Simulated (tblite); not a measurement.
A geometry optimisation, step by step.

Compound: C₆H₁₀GeOSi.
Atom-mapped SMILES: `[CH:1]#[C:2][C@@H:3]1[GeH2:4][C@@H:5]([CH3:6])[SiH2:7][C:8]1=[O:9]` (hydrogens: H10 on C1; H11 on C3; H12, H13 on Ge4; H14 on C5; H15, H16, H17 on C6; H18, H19 on Si7)

Computed with GFN2-xTB (tblite), gas phase: L-BFGS steps from a force-field or distance-geometry start until the largest atomic force falls under 0.01 eV/Å. 8 of its 107 geometries are shown.

Step 0: E = -694.7345 eV, largest atomic force 2.011 eV/Å
```
atom  x, y, z in Å  |  force x, y, z in eV/Å
C1      3.717   -0.216   -0.427   -1.746   0.461   0.884
C2      2.674    0.053    0.135    1.293  -0.109  -0.351
C3      1.437    0.363    0.843    0.746  -0.303   0.124
Ge4     0.197   -1.130    0.675    0.113  -1.600   0.852
C5     -1.143   -0.486   -0.553   -0.614  -0.430  -1.019
C6     -2.555   -0.791   -0.066   -0.412  -0.186   0.262
Si7    -0.826    1.354   -0.667   -1.279   0.599  -0.842
C8      0.786    1.573    0.222    1.264   1.059   0.469
O9      1.298    2.669    0.302   -0.037  -0.051   0.039
H10     4.607   -0.444   -0.924    0.114  -0.032  -0.090
H11     1.632    0.556    1.912    0.295   0.149  -0.346
H12    -0.455   -1.418    2.065    0.279  -0.040  -0.513
H13     0.899   -2.399    0.137   -0.189   0.287   0.341
H14    -0.970   -0.945   -1.559   -0.278   0.222   0.687
H15    -2.726   -0.331    0.939    0.098  -0.449  -0.817
H16    -3.303   -0.387   -0.765    0.198  -0.186   0.295
H17    -2.690   -1.887    0.013   -0.110   0.547   0.054
H18    -0.711    1.766   -2.067    0.058   0.105   0.019
H19    -1.879    2.110    0.038    0.207  -0.044  -0.050
```

Step 15: E = -695.0184 eV, largest atomic force 0.062 eV/Å
```
atom  x, y, z in Å  |  force x, y, z in eV/Å
C1      3.704   -0.201   -0.435   -0.010   0.018   0.000
C2      2.701    0.074    0.161    0.015  -0.021   0.006
C3      1.468    0.365    0.852    0.012   0.011  -0.028
Ge4     0.199   -1.179    0.697    0.030   0.023   0.026
C5     -1.186   -0.497   -0.569   -0.028   0.031   0.012
C6     -2.599   -0.813   -0.081   -0.015  -0.011  -0.008
Si7    -0.834    1.375   -0.712   -0.012   0.016  -0.006
C8      0.839    1.617    0.226   -0.016  -0.023  -0.005
O9      1.346    2.704    0.344   -0.028  -0.026   0.002
H10     4.600   -0.429   -0.930   -0.023   0.025  -0.007
H11     1.712    0.605    1.894    0.015  -0.037  -0.035
H12    -0.412   -1.504    2.038   -0.026  -0.002   0.056
H13     0.902   -2.433    0.243    0.030  -0.003  -0.005
H14    -1.036   -0.968   -1.542    0.002  -0.008   0.019
H15    -2.768   -0.373    0.900   -0.023  -0.004  -0.017
H16    -3.349   -0.421   -0.765    0.018   0.017  -0.016
H17    -2.748   -1.889    0.005    0.001  -0.015  -0.004
H18    -0.702    1.833   -2.095    0.027  -0.005   0.010
H19    -1.846    2.141    0.023    0.030   0.015  -0.001
```

Step 30: E = -695.0261 eV, largest atomic force 0.065 eV/Å
```
atom  x, y, z in Å  |  force x, y, z in eV/Å
C1      3.699   -0.175   -0.472    0.005   0.010  -0.017
C2      2.690    0.060    0.129    0.002   0.020   0.036
C3      1.475    0.349    0.852   -0.030   0.043   0.018
Ge4     0.191   -1.178    0.737   -0.039  -0.017  -0.037
C5     -1.196   -0.498   -0.541    0.030  -0.054   0.021
C6     -2.623   -0.820   -0.100    0.003   0.009   0.003
Si7    -0.829    1.369   -0.703    0.007   0.008  -0.010
C8      0.837    1.603    0.242    0.022  -0.052   0.006
O9      1.337    2.691    0.374    0.004   0.059   0.015
H10     4.596   -0.373   -0.976    0.012  -0.012  -0.043
H11     1.751    0.587    1.885    0.020  -0.019  -0.004
H12    -0.408   -1.492    2.086   -0.012  -0.005   0.048
H13     0.904   -2.425    0.276   -0.023  -0.020   0.015
H14    -1.014   -0.981   -1.503   -0.010   0.021  -0.019
H15    -2.830   -0.383    0.874   -0.005   0.018   0.017
H16    -3.345   -0.421   -0.810    0.006   0.003  -0.015
H17    -2.780   -1.895   -0.023    0.033   0.007  -0.019
H18    -0.654    1.805   -2.087   -0.001  -0.006  -0.015
H19    -1.811    2.186    0.013   -0.023  -0.014  -0.002
```

Step 45: E = -695.0388 eV, largest atomic force 0.180 eV/Å
```
atom  x, y, z in Å  |  force x, y, z in eV/Å
C1      3.640   -0.099   -0.602   -0.056  -0.028  -0.010
C2      2.667    0.060    0.080    0.022   0.003  -0.047
C3      1.497    0.320    0.886    0.015  -0.082  -0.013
Ge4     0.169   -1.178    0.818    0.005  -0.017   0.146
C5     -1.168   -0.506   -0.497   -0.002   0.080  -0.107
C6     -2.623   -0.813   -0.152    0.036   0.015   0.005
Si7    -0.783    1.357   -0.693   -0.001  -0.031   0.007
C8      0.845    1.582    0.323   -0.038   0.175  -0.017
O9      1.305    2.678    0.534   -0.033  -0.047   0.013
H10     4.497   -0.265   -1.186   -0.031   0.005   0.022
H11     1.837    0.526    1.905    0.019   0.004   0.014
H12    -0.414   -1.406    2.194   -0.039   0.032   0.001
H13     0.796   -2.492    0.428    0.059  -0.022  -0.024
H14    -0.937   -0.995   -1.446   -0.006  -0.032  -0.056
H15    -2.901   -0.369    0.802    0.028  -0.006  -0.005
H16    -3.284   -0.409   -0.918   -0.002  -0.050   0.026
H17    -2.782   -1.888   -0.084   -0.043   0.006  -0.001
H18    -0.560    1.726   -2.095    0.006   0.014   0.079
H19    -1.810    2.181   -0.045    0.061  -0.017  -0.035
```

Step 61: E = -695.0977 eV, largest atomic force 0.193 eV/Å
```
atom  x, y, z in Å  |  force x, y, z in eV/Å
C1      3.304   -0.007   -0.975   -0.056  -0.018   0.051
C2      2.488    0.050   -0.097    0.007   0.019  -0.017
C3      1.536    0.260    0.970    0.043  -0.057  -0.045
Ge4     0.111   -1.148    1.017    0.105   0.001   0.069
C5     -1.030   -0.558   -0.509   -0.028   0.017   0.034
C6     -2.518   -0.814   -0.283   -0.042   0.015   0.014
Si7    -0.625    1.306   -0.687    0.029   0.002   0.038
C8      0.803    1.537    0.591    0.103   0.161   0.024
O9      1.074    2.609    1.076   -0.050  -0.079   0.014
H10     4.041   -0.084   -1.718   -0.048  -0.044  -0.008
H11     2.095    0.372    1.907   -0.108   0.046  -0.059
H12    -0.604   -1.060    2.347   -0.021  -0.005  -0.031
H13     0.665   -2.551    0.930    0.032  -0.008  -0.027
H14    -0.708   -1.099   -1.402   -0.024   0.042   0.015
H15    -2.864   -0.306    0.616    0.032  -0.017   0.005
H16    -3.101   -0.433   -1.120   -0.022  -0.060  -0.040
H17    -2.727   -1.877   -0.165    0.012   0.003  -0.043
H18    -0.204    1.693   -2.034    0.033  -0.035   0.015
H19    -1.745    2.119   -0.211    0.003   0.017  -0.010
```

Step 76: E = -695.1263 eV, largest atomic force 0.151 eV/Å
```
atom  x, y, z in Å  |  force x, y, z in eV/Å
C1      3.120   -0.070   -1.103   -0.021   0.006   0.060
C2      2.430    0.060   -0.130   -0.024  -0.048  -0.097
C3      1.555    0.291    0.991    0.035   0.055  -0.008
Ge4     0.127   -1.108    1.066   -0.032  -0.050  -0.075
C5     -0.983   -0.539   -0.497   -0.018   0.042   0.019
C6     -2.471   -0.835   -0.321    0.011  -0.004   0.005
Si7    -0.572    1.329   -0.664    0.044   0.001   0.028
C8      0.773    1.555    0.702    0.011   0.129   0.078
O9      0.931    2.570    1.339   -0.078  -0.060  -0.082
H10     3.767   -0.186   -1.922   -0.028  -0.021   0.037
H11     2.140    0.403    1.906    0.042  -0.023   0.025
H12    -0.654   -0.984    2.353    0.022  -0.006   0.025
H13     0.710   -2.501    1.037    0.004  -0.028  -0.026
H14    -0.637   -1.056   -1.397    0.042  -0.002   0.092
H15    -2.866   -0.332    0.562    0.021  -0.001  -0.042
H16    -3.029   -0.491   -1.191   -0.027  -0.019   0.035
H17    -2.644   -1.905   -0.199   -0.005   0.019  -0.027
H18     0.003    1.630   -1.976   -0.022   0.033  -0.008
H19    -1.710    2.177   -0.303    0.023  -0.023  -0.037
```

Step 91: E = -695.1392 eV, largest atomic force 0.028 eV/Å
```
atom  x, y, z in Å  |  force x, y, z in eV/Å
C1      3.036   -0.137   -1.127    0.000  -0.008  -0.013
C2      2.373    0.064   -0.149   -0.001  -0.008  -0.002
C3      1.554    0.334    1.005    0.005  -0.008  -0.005
Ge4     0.139   -1.088    1.084   -0.014  -0.006  -0.002
C5     -0.959   -0.514   -0.483    0.011   0.009   0.002
C6     -2.443   -0.840   -0.333    0.011   0.008  -0.003
Si7    -0.546    1.354   -0.668   -0.008  -0.005   0.009
C8      0.740    1.582    0.751    0.015  -0.003  -0.024
O9      0.823    2.569    1.442   -0.019   0.007   0.006
H10     3.642   -0.311   -1.965    0.005   0.000   0.005
H11     2.173    0.430    1.899    0.010   0.016   0.017
H12    -0.621   -1.015    2.390    0.010  -0.007  -0.005
H13     0.746   -2.470    0.994    0.012  -0.001   0.007
H14    -0.577   -1.036   -1.363   -0.005  -0.010   0.006
H15    -2.859   -0.351    0.546    0.001   0.011  -0.009
H16    -3.004   -0.508   -1.206    0.004   0.006   0.000
H17    -2.592   -1.914   -0.219   -0.009   0.013  -0.011
H18     0.063    1.652   -1.966   -0.002  -0.009   0.012
H19    -1.696    2.208   -0.380   -0.027  -0.004   0.008
```

Step 106: E = -695.1407 eV, largest atomic force 0.009 eV/Å
```
atom  x, y, z in Å  |  force x, y, z in eV/Å
C1      3.030   -0.157   -1.128    0.005   0.003  -0.003
C2      2.371    0.062   -0.151    0.000  -0.004   0.001
C3      1.556    0.343    1.003    0.000   0.004  -0.001
Ge4     0.146   -1.088    1.087    0.002   0.001   0.002
C5     -0.953   -0.517   -0.481   -0.001  -0.004   0.001
C6     -2.441   -0.829   -0.338    0.001  -0.002   0.002
Si7    -0.552    1.352   -0.666    0.002  -0.001  -0.001
C8      0.733    1.584    0.752   -0.001   0.001   0.000
O9      0.798    2.567    1.452    0.001   0.003   0.006
H10     3.639   -0.338   -1.963   -0.003  -0.002   0.003
H11     2.179    0.448    1.895   -0.003  -0.006   0.002
H12    -0.610   -1.030    2.395    0.004   0.005   0.000
H13     0.774   -2.462    0.994    0.002   0.001  -0.001
H14    -0.570   -1.042   -1.359   -0.006  -0.007  -0.002
H15    -2.854   -0.335    0.539   -0.003   0.004  -0.005
H16    -2.991   -0.488   -1.214    0.003   0.000   0.004
H17    -2.605   -1.901   -0.228    0.001  -0.002  -0.005
H18     0.057    1.657   -1.961   -0.004   0.000  -0.004
H19    -1.718    2.184   -0.374   -0.002   0.005   0.002
```

Q: Summarise the path.

A: The energy falls by 9.37 kcal/mol from step 0 to step 106; nine tenths of that is first reached at step 62. It falls at every step. The largest force goes from 2.011 to 0.009 eV/Å. Among the bonds Si7–C8 changes most, from 1.854 to 1.928 Å; the atoms move by 0.664 Å rms after alignment.

The cost below is that of the whole relaxation. Time: 1.0 s of wall time. Hardware: one thread, Arm Neoverse V1 (aarch64), on a shared host.
